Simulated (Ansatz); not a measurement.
A nudged elastic band was laid between two geometries of C₂H₈N₂Si (13 atoms, charge 0, multiplicity 1).

All numbers below come from Ansatz 0.2.0, RKS PBE-D4/def2-mTZVP.

* movable images: 9
* climbing image: yes
* spring: 5.0 eV/Å²
* optimiser: quadratic models (default)
* start path: through a guess of the saddle point
* force threshold: 0.05 eV/Å
* iteration limit: 60
* end points: relaxed

First end point:

```xyz
13
Properties=species:S:1:pos:R:3
N -1.978 -0.666 1.390
C -0.772 -0.237 1.314
C 0.281 -0.969 0.556
Si 0.561 -0.194 -1.162
N 0.897 1.512 -1.006
H -2.558 -0.006 1.932
H -0.439 0.714 1.776
H -0.021 -2.018 0.413
H 1.242 -0.935 1.094
H 1.776 -0.798 -1.797
H -0.647 -0.524 -1.994
H 1.549 1.929 -1.668
H 0.128 2.159 -0.833
```

Last end point:

```xyz
13
Properties=species:S:1:pos:R:3
N -1.686 -0.313 1.560
C -0.553 0.261 1.223
C 0.425 -0.682 0.652
Si 0.565 -0.141 -1.178
N 1.145 1.494 -1.161
H -2.465 0.242 1.914
H -1.872 -1.336 1.501
H 0.187 -1.771 0.731
H 1.432 -0.493 1.055
H 1.564 -0.988 -1.908
H -0.775 -0.398 -1.819
H 1.397 1.962 -2.029
H 0.658 2.127 -0.526
```

Task: Which bonds break or form, and what moves?

Result: Bonds broken: C2–H7. Bonds formed: N1–H7.

Task: Give the energies along the band, and the barrier.

Result: It converged. The highest image is number 5 of 0 to 10, 357.3 kJ/mol above the first end and 230.0 kJ/mol above the last; the last end lies 127.3 kJ/mol above the first. Neighbouring images differ by up to 2.1 eV, so the band resolves the path poorly. A vibrational analysis at the climbing image gives one clearly imaginary mode, 1493i cm⁻¹: a first-order saddle point. The orbitals stay closed-shell, which can raise the energy where a bond breaks towards radicals; this wasn't checked here.

```
image  path coordinate (Å)  energy (kJ/mol)  C2–H7 (Å)  N1–H7 (Å)
    0                 0.00              0.0       1.11       2.10
    1                 0.49              0.9       1.11       2.10
    2                 0.98              4.3       1.11       2.10
    3                 1.47             10.5       1.10       2.07
    4                 1.96            150.1       1.10       1.73
    5                 2.45            357.3       1.31       1.27
    6                 2.93            261.2       1.76       1.04
    7                 3.40            181.4       2.01       1.02
    8                 3.88            144.2       2.07       1.03
    9                 4.36            130.3       2.09       1.04
   10                 4.83            127.3       2.09       1.04
```

Task: What is the geometry of the highest image?

Result: 
```xyz
13
Properties=species:S:1:pos:R:3
N -1.823 -0.725 1.379
C -0.684 0.024 1.145
C 0.418 -0.779 0.609
Si 0.525 -0.152 -1.207
N 1.035 1.505 -1.147
H -2.586 -0.058 1.608
H -1.170 -0.218 2.341
H 0.267 -1.877 0.613
H 1.393 -0.488 1.026
H 1.581 -0.928 -1.931
H -0.794 -0.451 -1.864
H 1.364 1.968 -1.992
H 0.496 2.145 -0.564
```

The band took 18 iterations and about 9 core-minutes.

The run took 4.4 min on 2 threads of Intel(R) Xeon(R) Platinum 8488C (Sapphire Rapids), with other jobs on the host, peak memory 0.18 GiB.
